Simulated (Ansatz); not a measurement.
A run for Ansatz (a program for electronic structure): R-CCSD(T)/aug-cc-pVTZ on HF (SMILES F) with ghost functions.

Ansatz 0.2 input:
```yaml
crystal:
  periodic: [false, false, false]
  atoms:
    - {symbol: F, position_ang: [-0.12660359, 0.09559028, -0.06366124]}
    - {symbol: H, position_ang: [0.19281855, 0.62387333, 0.63389235]}
basis:
  gaussian:
    orbitals: aug-cc-pVTZ
    ghost_atoms:
      - {symbol: F, position_ang: [0.75635816, 0.88914306, 2.35940335]}
      - {symbol: C, position_ang: [0.38930304, -0.19003344, 3.14361875]}
      - {symbol: F, position_ang: [-0.71327627, 0.16048036, 3.84364928]}
      - {symbol: H, position_ang: [1.20943077, -0.38860490, 3.83260488]}
      - {symbol: H, position_ang: [0.15119168, -1.02064379, 2.47995361]}
magnetization: {spin_polarized: false}
correlation: {method: ccsd_t, electrons: outside_noble_gas}
scf: {lower_state_search: off}
```

It printed:

```
WARN ansatz: RAYON_NUM_THREADS=2 ignored (pool sized by the plan → 2); use --threads N
Functional definition: HF
these checks for a lower state are left out or cut short: stability, starts, cluster_reference, orbital_swaps, neighbouring_geometries, increment
integrals: 1.64 GiB planned
1505 factors; integrals over basis functions are off by at most 8.3e-4 eV
mean field: 0.72 GiB planned
mean field evaluation 1: about -2721.8041 eV, gradient 2.5e1 eV
mean field evaluation 2: about -2721.8041 eV, gradient 2.5e1 eV
mean field evaluation 4: about -2722.7745 eV, gradient 1.2e0 eV
mean field evaluation 8: about -2722.7794 eV, gradient 6.0e-5 eV
mean field -2722.77941995 eV, -100.0602981172 hartree, gradient 2.0e-6 eV, S^2 0.000000; 0 other end points of the search recorded, 0 dependent functions left out
1 core orbitals not correlated
reference -2722.77941995 eV, -100.0602981172 hartree; 4, 4 occupied and 248, 248 virtual orbitals, 1505 factors
second order -7.64251506 eV of doubles, -0.00000000 eV of singles
coupled cluster: 1.82 GiB planned
cycle   1  -7.51880076 eV  change    1.2e-1 eV  update   4.7e-2
cycle   2  -7.64524899 eV  change   -1.3e-1 eV  update   1.3e-2
cycle   3  -7.67677339 eV  change   -3.2e-2 eV  update   5.7e-3
cycle   4  -7.67180013 eV  change    5.0e-3 eV  update   9.7e-4
cycle   5  -7.67135479 eV  change    4.5e-4 eV  update   3.3e-4
cycle   6  -7.67149592 eV  change   -1.4e-4 eV  update   9.0e-5
cycle   7  -7.67147895 eV  change    1.7e-5 eV  update   2.8e-5
cycle   8  -7.67146565 eV  change    1.3e-5 eV  update   8.6e-6
cycle   9  -7.67146361 eV  change    2.0e-6 eV  update   2.3e-6
perturbative correction -0.20751638 eV, -0.0076260863 hartree
Total energy: -2730.65839995 eV, -100.3498452913 hartree
Checks for a lower state left out: stability, starts, cluster_reference, orbital_swaps, neighbouring_geometries, increment
```

Self-consistency was reached.

Cost: around 5 core-minutes (rough).
